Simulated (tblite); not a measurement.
Species: C6H4NP.
InChI=1S/C6H4NP/c7-5-6-3-1-2-4-8-6/h1-4H

Computed with GFN2-xTB (tblite): harmonic, unscaled wavenumbers at the GFN2-xTB geometry, gas phase. Errors from tens to a few hundred cm⁻¹ against measured bands are possible.

Harmonic wavenumbers (cm⁻¹): 109.2, 135.5, 251.6, 304.2, 357.8, 474.4, 523.6, 525.4, 570.4, 670.0, 737.1, 807.4, 844.9, 855.4, 912.6, 928.2, 1070.9, 1119.6, 1191.4, 1212.2, 1255.9, 1345.7, 1382.6, 1501.0, 1552.3, 2358.4, 3041.0, 3054.7, 3058.2, 3088.5.

A = 3631, B = 1474, C = 1048 MHz; mass 121.008 u (most abundant isotopes); point group Cs, symmetry number 1.

Question: What is the zero-point energy?

Answer: ½Σν̃ = 17620 cm⁻¹ = 210.78 kJ/mol.

Question: What is S at 500 K and 1 bar for an ideal gas of classical rigid rotors and harmonic oscillators?

Answer: Translation 179.41, rotation 125.44, vibration 115.97: S = 420.8 J/(mol K).

Question: And Cp and H(500 K) − H(0)?

Answer: Cp = 165.58 J/(mol K), of which vibrations give 132.32 (their classical limit is 30 R = 249.4); H(500 K) − H(0) = 49.44 kJ/mol without the zero-point energy, 32.81 from vibrations.

Question: Which modes carry the vibrational entropy at 500 K?

Answer: 109.2 cm⁻¹: 17.97; 135.5 cm⁻¹: 16.20; 251.6 cm⁻¹: 11.18; 304.2 cm⁻¹: 9.68; 357.8 cm⁻¹: 8.43; 474.4 cm⁻¹: 6.34 J/(mol K); the other 24 give 46.17 together.

Question: What must be added to the electronic energy to get the Gibbs energy at 500 K and 1 bar?

Answer: ZPE + [H(500 K) − H(0)] − T·S = 210.78 + 49.44 − 210.41 = 49.81 kJ/mol.

Hindered rotation and anharmonicity are outside this model.

On an Arm Neoverse V1 with one thread, shared host with 64 logical CPUs at a one-minute load of 44, this took 0.36 s. The figure is for the frequency step alone.
